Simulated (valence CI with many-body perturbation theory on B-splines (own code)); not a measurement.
## Au³⁸⁺: E2, M1 decay

Method: relativistic CI+MBPT: five valence electrons over a frozen Dirac-Fock core [Kr], a basis of 7 s, 7 p, 8 d, 6 f, 4 g, 1 h functions for each j, with the one-electron correlation potential Σ1, the two-electron term Σ2, the three-electron term Σ3, Breit, model QED; selected CI, second order for the rest, scaled by the run's own slope (own B-spline code, finite nucleus).

No measured spectrum was set against this ion. As an estimate, large intervals hold to a few tenths of a per cent, small ones and those within an open d or f shell to about a per cent. The list stops below the first excitations out of the core.

Lines 1 to 50 of 120 in falling wavelength, among levels below 140.98 eV, chosen from the decays that carry over 1 % of a level's rate. Wavelengths and rates use the calculated energies. Electric multipoles are in the length gauge, E1 and E2 with the static RPA response of the core. Weak lines are less certain than strong ones. Lines between different terms over intervals too small for the method are left out, as are lines whose strength nearly cancels. Branching is blank where the lifetime is uncertain.

Levels are named by their leading jj configuration (3d3/2^4 stands for four electrons in 3d with j = 3/2), which in mixed levels can hold well under half, so a name can repeat and another be missing. Letters in brackets count levels of one name in rising energy.

```csv
λ vac (Å),Upper,Lower,Type,A (s⁻¹),Branch %
11620,(4d3/2^3 4d5/2^2) J=11/2,(4d3/2^3 4d5/2^2) J=7/2 [a],E2,3.07e-07,
6865,(4d3/2^3 4d5/2^2) J=9/2,(4d3/2^3 4d5/2^2) J=11/2,M1,2.64e+01,14.4
4315,(4d3/2^3 4d5/2^2) J=9/2,(4d3/2^3 4d5/2^2) J=7/2 [a],M1,1.24e+02,67.6
3475,(4d3/2^3 4d5/2^2) J=5/2 [b],(4d3/2^3 4d5/2^2) J=3/2 [a],M1,1.88e+02,3.0
2609,(4d3/2^3 4d5/2^2) J=1/2,(4d3/2^3 4d5/2^2) J=3/2 [a],M1,1.31e+03,92.2
2037,(4d3/2^3 4d5/2^2) J=7/2 [b],(4d3/2^3 4d5/2^2) J=7/2 [a],M1,2.42e+02,5.7
1763,(4d3/2^2 4d5/2^3) J=1/2 [b],(4d3/2^2 4d5/2^3) J=3/2 [a],M1,2.10e+03,1.2
1683,(4d3/2^3 4d5/2^2) J=3/2 [b],(4d3/2^3 4d5/2^2) J=1/2,M1,2.30e+02,1.2
1594,(4d3/2^2 4d5/2^3) J=9/2 [c],(4d3/2^2 4d5/2^3) J=9/2 [b],M1,1.58e+03,2.4
1450,(4d3/2^3 4d5/2^2) J=3/2 [b],(4d3/2^3 4d5/2^2) J=5/2 [b],M1,6.73e+02,3.4
1345,(4d3/2^3 4d5/2^2) J=5/2 [b],(4d3/2^3 4d5/2^2) J=5/2 [a],M1,3.52e+03,56.1
1297,(4d3/2^2 4d5/2^3) J=3/2 [c],(4d3/2^2 4d5/2^3) J=1/2 [b],M1,1.13e+03,
1047,(4d3/2^2 4d5/2^3) J=3/2 [b],(4d3/2^2 4d5/2^3) J=5/2 [a],M1,1.01e+03,1.2
1023,(4d3/2^3 4d5/2^2) J=3/2 [b],(4d3/2^3 4d5/2^2) J=3/2 [a],M1,1.93e+03,9.7
1015,(4d3/2^2 4d5/2^3) J=3/2 [c],(4d3/2^2 4d5/2^3) J=5/2 [c],M1,2.97e+03,
964.3,(4d3/2^2 4d5/2^3) J=1/2 [a],(4d3/2^3 4d5/2^2) J=3/2 [b],M1,9.11e+03,4.3
897.9,(4d3/2^2 4d5/2^3) J=3/2 [a],(4d3/2^3 4d5/2^2) J=3/2 [b],M1,4.21e+03,1.3
871.5,(4d3/2^2 4d5/2^3) J=5/2 [b],(4d3/2^3 4d5/2^2) J=3/2 [b],M1,6.35e+03,3.7
705.6,(4d3/2^2 4d5/2^3) J=5/2 [d],(4d3/2^2 4d5/2^3) J=5/2 [b],M1,6.49e+03,4.4
697.7,(4d3/2^3 4d5/2^2) J=3/2 [b],(4d3/2^3 4d5/2^2) J=5/2 [a],M1,1.61e+03,8.1
682.6,(4d3/2^2 4d5/2^3) J=9/2 [a],(4d3/2^3 4d5/2^2) J=7/2 [b],M1,1.41e+04,12.2
681.9,(4d3/2^2 4d5/2^3) J=5/2 [c],(4d3/2^3 4d5/2^2) J=3/2 [b],M1,3.54e+04,16.3
661.0,(4d3/2^2 4d5/2^3) J=7/2 [a],(4d3/2^3 4d5/2^2) J=5/2 [b],M1,2.63e+04,15.3
658.7,(4d3/2^2 4d5/2^3) J=5/2 [a],(4d3/2^3 4d5/2^2) J=3/2 [a],M1,4.83e+03,1.5
638.4,(4d3/2^2 4d5/2^3) J=5/2 [a],(4d3/2^3 4d5/2^2) J=7/2 [a],M1,2.15e+04,6.8
629.4,(4d3/2^3 4d5/2^2) J=5/2 [a],(4d3/2^4 4d5/2) J=5/2,M1,1.39e+05,100.0
618.4,(4d3/2^2 4d5/2^3) J=7/2 [a],(4d3/2^3 4d5/2^2) J=9/2,M1,3.88e+04,22.7
613.0,(4d3/2^2 4d5/2^3) J=1/2 [a],(4d3/2^3 4d5/2^2) J=1/2,M1,6.52e+04,30.6
597.7,(4d3/2^2 4d5/2^3) J=11/2,(4d3/2^3 4d5/2^2) J=9/2,M1,1.68e+04,14.5
597.4,(4d3/2 4d5/2^4) J=7/2 [a],(4d3/2^2 4d5/2^3) J=5/2 [c],M1,2.61e+04,7.5
595.0,(4d3/2^2 4d5/2^3) J=1/2 [b],(4d3/2^3 4d5/2^2) J=3/2 [b],M1,3.17e+03,1.9
594.4,(4d3/2^2 4d5/2^3) J=5/2 [b],(4d3/2^3 4d5/2^2) J=7/2 [b],M1,1.79e+04,10.5
585.5,(4d3/2^2 4d5/2^3) J=3/2 [a],(4d3/2^3 4d5/2^2) J=1/2,M1,1.34e+04,4.2
580.0,(4d3/2^2 4d5/2^3) J=9/2 [a],(4d3/2^3 4d5/2^2) J=9/2,M1,1.25e+03,1.1
576.3,(4d3/2 4d5/2^4) J=5/2 [a],(4d3/2^2 4d5/2^3) J=3/2 [a],M1,3.27e+04,6.6
576.2,(4d3/2 4d5/2^4) J=9/2,(4d3/2^2 4d5/2^3) J=7/2 [c],M1,2.29e+04,9.3
574.2,(4d3/2^2 4d5/2^3) J=5/2 [d],(4d3/2^2 4d5/2^3) J=7/2 [a],M1,1.50e+04,10.2
565.5,(4d3/2 4d5/2^4) J=3/2 [a],(4d3/2^2 4d5/2^3) J=5/2 [c],M1,3.03e+04,7.0
560.9,(4d3/2 4d5/2^4) J=7/2 [a],(4d3/2^2 4d5/2^3) J=9/2 [b],M1,2.54e+04,7.3
554.5,(4d3/2^2 4d5/2^3) J=3/2 [a],(4d3/2^3 4d5/2^2) J=5/2 [b],M1,5.31e+04,16.8
549.8,(4d3/2^2 4d5/2^3) J=11/2,(4d3/2^3 4d5/2^2) J=11/2,M1,9.94e+04,85.5
544.3,(4d3/2^2 4d5/2^3) J=5/2 [b],(4d3/2^3 4d5/2^2) J=5/2 [b],M1,6.42e+04,37.5
540.9,(4d3/2^2 4d5/2^3) J=7/2 [a],(4d3/2^3 4d5/2^2) J=7/2 [a],M1,6.19e+04,36.2
534.8,(4d3/2^2 4d5/2^3) J=9/2 [a],(4d3/2^3 4d5/2^2) J=11/2,M1,3.89e+04,33.8
532.7,(4d3/2 4d5/2^4) J=11/2,(4d3/2^2 4d5/2^3) J=9/2 [b],M1,2.35e+04,8.4
528.3,(4d3/2^2 4d5/2^3) J=9/2 [b],(4d3/2^3 4d5/2^2) J=7/2 [b],M1,1.86e+04,8.7
511.3,(4d3/2^2 4d5/2^3) J=9/2 [a],(4d3/2^3 4d5/2^2) J=7/2 [a],M1,6.08e+04,52.8
511.2,(4d3/2^2 4d5/2^3) J=7/2 [b],(4d3/2^3 4d5/2^2) J=7/2 [b],M1,2.07e+04,33.4
506.6,(4d3/2^2 4d5/2^3) J=5/2 [a],(4d3/2^3 4d5/2^2) J=5/2 [a],M1,2.88e+05,91.3
501.7,(4d3/2 4d5/2^4) J=7/2 [a],(4d3/2^2 4d5/2^3) J=5/2 [b],M1,5.62e+04,16.2
```
